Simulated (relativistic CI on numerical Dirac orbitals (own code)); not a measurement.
**One change at a time: Tc⁴¹⁺**

Base calculation: Dirac-Coulomb-Breit CI, orbitals from a KLI potential per configuration, model QED (radiative potential, 1s self-energy scaled to tabulated hydrogen-like ionisation energies), unscaled Slater integrals.

Configurations in the expansion: 1s², 1s2s, 1s2p, 1s3s, 1s3p, 1s3d, 1s4s, 1s4p, 1s4d, 1s4f, 1s5s, 1s5p, 1s5d, 1s5f, 1s5g, 1s6s, 1s6p, 1s6d. Levels of other configurations are missing.

The lowest level and the first level of each name with at least 55 % of one term (blank where a level has no safe partner in the second run):

```csv
Level,Base (eV),Shift (eV)
1s² ¹S0,0.0,0.0
1s2s ³S1,18740.1,+1.4
1s2p ³P°0,18797.6,+1.0
1s2p ³P°1,18798.6,0.0
1s2s ¹S0,18800.6,-4.1
1s2p ³P°2,18941.3,+0.9
1s2p ¹P°1,18969.3,-1.9
1s3s ³S1,22248.7,+0.4
1s3p ³P°0,22264.4,+0.3
1s3p ³P°1,22264.7,0.0
1s3s ¹S0,22264.8,-1.1
1s3p ³P°2,22307.2,+0.3
1s3d ³D2,22314.1,0.0
1s3d ³D1,22314.8,0.0
1s3p ¹P°1,22315.0,-0.5
1s3d ³D3,22328.2,0.0
1s3d ¹D2,22329.0,0.0
1s4s ³S1,23463.7,+0.1
1s4p ³P°0,23470.1,+0.1
1s4s ¹S0,23470.3,-0.4
1s4p ³P°1,23470.3,0.0
1s4p ³P°2,23488.1,+0.1
```

At this charge energies of transitions that change n are usually good to better than 1 %, and those within a shell (Δn = 0) to a few per cent.

(1) One thing was changed in a second run, which moved the levels as shown. Which?
A. configuration mixing switched off
B. QED terms removed
C. valence Slater integrals scaled by 0.9
D. Breit term removed
E. non-relativistic limit

Results:

(1) C. Valence Slater integrals scaled by 0.9. Scaling acts on the splittings between terms and on the mixing, and leaves the fine structure of pure LS terms nearly alone; in jj coupling it moves the levels of one term differently.

LS names give the leading component of a level, which can be under half, so a name can repeat, a term be missing and a line seem to break the LS rules.
